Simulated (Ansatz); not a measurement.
Basis-set extrapolation for `FC(F)C1OC1(F)F` (PBE0-D4/def2-TZVP geometry, frozen core, Ansatz 0.2.0). Multiplicity 1, RHF reference.

```tsv
	def2-TZVPP	def2-QZVPP
HF	-587.595708	-587.620964
MP2 correlation	-1.693102	-1.839505
CCSD(T) correlation	-1.765522	not run
```

Energies in hartree. Use E(X) = E(∞) + A·exp(−7.88·√X) for Hartree–Fock and E(X) = E(∞) + B·X^(−2.97) for correlation, with X = 3 and 4, and add CCSD(T) minus MP2 of the smaller set to the MP2 limit.

Question: What is the CCSD(T) energy at the basis-set limit?

Answer: HF limit: -587.620964 + (-0.025256) × 0.13774 = -587.62444. MP2 limit: -1.839505 + (-0.146403) × 0.74074 = -1.94795. Higher-order term: -1.765522 − (-1.693102) = -0.07242. Total: -589.64481 hartree, 744.5 kJ/mol below CCSD(T)/def2-TZVPP.
